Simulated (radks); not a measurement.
The table gives one normalised radial function P(r) = r R(r) of Sn0.5- in [Kr] 4d10 5s2 5p(up 1.75, down 0.75) (r in bohr). Calculated with a radial shooting solver on a logarithmic mesh with Libxc functionals: scalar-relativistic Kohn-Sham, PBE, spin-polarised, spherical densities, point nucleus.

| r | P |
|---|---|
| 0.002873 | 0.0419 |
| 0.003894 | 0.0526 |
| 0.005235 | 0.0642 |
| 0.007095 | 0.0765 |
| 0.009539 | 0.0868 |
| 0.01293 | 0.0924 |
| 0.01738 | 0.0880 |
| 0.02356 | 0.0672 |
| 0.03167 | 0.0261 |
| 0.04292 | -0.0371 |
| 0.05771 | -0.1054 |
| 0.07821 | -0.1496 |
| 0.1051 | -0.1245 |
| 0.1425 | -0.0061 |
| 0.1916 | 0.1517 |
| 0.2597 | 0.2251 |
| 0.3491 | 0.0947 |
| 0.4731 | -0.1868 |
| 0.6361 | -0.3488 |
| 0.8621 | -0.1737 |
| 1.159 | 0.2463 |
| 1.571 | 0.6222 |
| 2.112 | 0.7226 |
| 2.862 | 0.5671 |
| 3.848 | 0.3211 |
| 5.215 | 0.1251 |
| 7.012 | 0.0334 |
| 9.503 | 0.0051 |
| 12.78 | 0.0004 |

Which n and l does it have? It may be an empty orbital.

Answer. n = 5, l = 0: the number of nodes gives n - l - 1 = 4, the rise at small r (about r^(l+1), flatter next to the nucleus through relativity) gives l, and the extent must fit the shell. The curve is that of 5s down; the table hardly tells the two spins apart. 5s down: eigenvalue -7.199 eV, 4 radial nodes at r = 0.0363, 0.144, 0.389, 0.984 bohr, <r> = 2.43 bohr, 90 % of the charge inside 3.64 bohr.
